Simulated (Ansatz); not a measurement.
Basis sets compared for MgMeI (CH3IMg). Total charge 0; singlet. Geometry PBE-D4/def2-TZVP. Ansatz on 4 threads of AMD EPYC 7B13 on a shared host; times are rough, and most runs start from earlier orbitals.

```xyz
6

Mg    0.376   -0.400    1.018
C    -0.301    0.313   -0.816
H    -0.182   -0.444   -1.606
H     0.259    1.209   -1.121
H    -1.367    0.582   -0.767
I     1.215   -1.260    3.292
```

In the def2 sets I takes a core potential; there is no spin–orbit coupling.

Binding counts from free atoms (Mg singlet, C triplet, H doublet, I doublet) in the same basis, without a counterpoise term.

```csv
level,functions,energy (Eh),HOMO (eV),LUMO (eV),binding per atom (eV),wall time
PBE-D4/def2-SVP,73,-537.4576,-6.20,-1.74,3.10,0.5 s
PBE-D4/def2-TZVP,131,-537.5838,-6.29,-1.88,3.09,0.75 s
r2SCAN-D4/def2-TZVP,131,-537.8434,-6.50,-1.46,3.10,1.3 s
PBE0-D4/def2-SVP,73,-537.5140,-7.35,-1.09,3.08,0.75 s
PBE0-D4/def2-TZVP (with forces),131,-537.6380,-7.40,-1.20,3.06,1.4 s
```

(1) Estimate the rows for PBE-D4/def2-TZVPD, r2SCAN-D4/def2-TZVPD, PBE0-D4/def2-TZVPD.

## Answers

(1) 
| level | functions | energy (Eh) | HOMO (eV) | LUMO (eV) | binding per atom (eV) | wall time |
| --- | --- | --- | --- | --- | --- | --- |
| PBE-D4/def2-TZVPD | 158 | -537.5844 | -6.30 | -1.90 | 3.09 | 1.1 s |
| r2SCAN-D4/def2-TZVPD | 158 | -537.8439 | -6.50 | -1.47 | 3.10 | 1.7 s |
| PBE0-D4/def2-TZVPD | 158 | -537.6386 | -7.41 | -1.22 | 3.07 | 1.6 s |
